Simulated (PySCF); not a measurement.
methylsilane (CH6Si), singlet, at a GFN2-xTB geometry; PySCF with R2SCAN/cc-pVTZ.

Input for PySCF:
```python
from pyscf import gto, scf, dft

mol = gto.Mole()
mol.atom = '''
    C    -0.012982    0.003921   -1.250229
    Si    0.006698   -0.002023    0.645100
    H    -0.011472   -1.007123   -1.648301
    H    -0.896506    0.506413   -1.634364
    H     0.856732    0.516187   -1.652539
    H     0.004136    1.376816    1.139467
    H    -1.179771   -0.700412    1.145246
    H     1.210993   -0.687083    1.120463
'''
mol.basis = 'cc-pvtz'
mol.charge = 0
mol.spin = 0
mol.verbose = 4
mol.build()

mf = dft.RKS(mol)
mf.xc = 'r2scan'
mf.grids.atom_grid = (99, 590)
mf.grids.prune = None
mf.kernel()
```

Output, abridged:

```
PySCF version 2.14.0

[INPUT] verbose = 4
[INPUT] num. atoms = 8
[INPUT] num. electrons = 26
[INPUT] charge = 0
[INPUT] spin (= nelec alpha-beta = 2S) = 0
[INPUT] symmetry False subgroup None
[INPUT] Mole.unit = angstrom
[INPUT] Symbol           X                Y                Z      unit          X                Y                Z       unit  Magmom
[INPUT]  1 C     -0.012982000000   0.003921000000  -1.250229000000 AA   -0.024532424549   0.007409616134  -2.362590402989 Bohr   0.0
[INPUT]  2 Si     0.006698000000  -0.002023000000   0.645100000000 AA    0.012657385582  -0.003822915950   1.219062322957 Bohr   0.0
[INPUT]  3 H     -0.011472000000  -1.007123000000  -1.648301000000 AA   -0.021678938101  -1.903186643750  -3.114837460847 Bohr   0.0
[INPUT]  4 H     -0.896506000000   0.506413000000  -1.634364000000 AA   -1.694150809029   0.956981875919  -3.088500347849 Bohr   0.0
[INPUT]  5 H      0.856732000000   0.516187000000  -1.652539000000 AA    1.618988842151   0.975452059061  -3.122846120163 Bohr   0.0
[INPUT]  6 H      0.004136000000   1.376816000000   1.139467000000 AA    0.007815907251   2.601805163919   2.153280557980 Bohr   0.0
[INPUT]  7 H     -1.179771000000  -0.700412000000   1.145246000000 AA   -2.229444079704  -1.323586854359   2.164201285254 Bohr   0.0
[INPUT]  8 H      1.210993000000  -0.687083000000   1.120463000000 AA    2.288445108765  -1.298398694845   2.117368202709 Bohr   0.0

nuclear repulsion = 62.7681276358332
number of shells = 54
number of NR pGTOs = 197
number of NR cGTOs = 148
basis = cc-pvtz
ecp = {}

******** <class 'pyscf.dft.rks.RKS'> ********
method = RKS
initial guess = minao
damping factor = 0
level_shift factor = 0
DIIS = <class 'pyscf.scf.diis.CDIIS'>
diis_start_cycle = 1
diis_space = 8
diis_damp = 0
SCF conv_tol = 1e-09
SCF conv_tol_grad = None
SCF max_cycles = 50
direct_scf = True
direct_scf_tol = 1e-13
XC library pyscf.dft.libxc version 7.1.2
    S. Lehtola, C. Steigemann, M. J. T. Oliveira, and M. A. L. Marques,  SoftwareX 7, 1–5 (2018)
XC functionals = r2scan
    J. W. Furness, A. D. Kaplan, J. Ning, J. P. Perdew, and J. Sun,  J. Phys. Chem. Lett. 11, 8208–8215 (2020)
    J. W. Furness, A. D. Kaplan, J. Ning, J. P. Perdew, and J. Sun,  J. Phys. Chem. Lett. 11, 9248–9248 (2020)
    J. W. Furness, A. D. Kaplan, J. Ning, J. P. Perdew, and J. Sun,  J. Phys. Chem. Lett. 11, 8208–8215 (2020)
    J. W. Furness, A. D. Kaplan, J. Ning, J. P. Perdew, and J. Sun,  J. Phys. Chem. Lett. 11, 9248–9248 (2020)
radial grids:
    Treutler-Ahlrichs [JCP 102, 346 (1995); DOI:10.1063/1.469408] (M4) radial grids

becke partition: Becke, JCP 88, 2547 (1988); DOI:10.1063/1.454033
pruning grids: None
grids dens level: 3
symmetrized grids: False
atomic radii adjust function: <function treutler_atomic_radii_adjust>
User specified grid scheme (99, 590)
small_rho_cutoff = 0
Set gradient conv threshold to 3.16228e-05
Initial guess from minao.
tot grids = 467280
init E= -330.927865352512
  HOMO = -0.366222164534961  LUMO = -0.0254859240638048  gap/eV = 9.27191
cycle= 1 E= -331.136202769976  delta_E= -0.208  |g|= 0.384  |ddm|= 1.62
  HOMO = -0.229909833049172  LUMO = 0.0407151601811773  gap/eV = 7.36408
cycle= 2 E= -331.102382392036  delta_E= 0.0338  |g|= 0.51  |ddm|= 0.556
  HOMO = -0.299346665054539  LUMO = 0.0220520379930438  gap/eV = 8.74570
cycle= 3 E= -331.173260919391  delta_E= -0.0709  |g|= 0.0325  |ddm|= 0.33
  HOMO = -0.297165882191132  LUMO = 0.0191192018082376  gap/eV = 8.60656
cycle= 4 E= -331.173631889922  delta_E= -0.000371  |g|= 0.00618  |ddm|= 0.0346
  HOMO = -0.297988358912797  LUMO = 0.0193487829624406  gap/eV = 8.63518
cycle= 5 E= -331.173647492715  delta_E= -1.56e-05  |g|= 0.000842  |ddm|= 0.00544
  HOMO = -0.297915855701941  LUMO = 0.0193847958783184  gap/eV = 8.63419
cycle= 6 E= -331.173647722092  delta_E= -2.29e-07  |g|= 0.00023  |ddm|= 0.000875
  HOMO = -0.297953044677151  LUMO = 0.0193531065708381  gap/eV = 8.63434
cycle= 7 E= -331.173647738642  delta_E= -1.65e-08  |g|= 8.18e-05  |ddm|= 0.000245
  HOMO = -0.297946288204961  LUMO = 0.0193602978073617  gap/eV = 8.63435
cycle= 8 E= -331.173647740629  delta_E= -1.99e-09  |g|= 1e-05  |ddm|= 6.96e-05
  HOMO = -0.297948116203255  LUMO = 0.0193591619395637  gap/eV = 8.63437
cycle= 9 E= -331.17364774065  delta_E= -2.09e-11  |g|= 1.57e-06  |ddm|= 8.57e-06
  HOMO = -0.297947638849931  LUMO = 0.0193595010770888  gap/eV = 8.63437
Extra cycle  E= -331.17364774065  delta_E= 2.27e-13  |g|= 1.07e-06  |ddm|= 2.81e-06
converged SCF energy = -331.17364774065
```
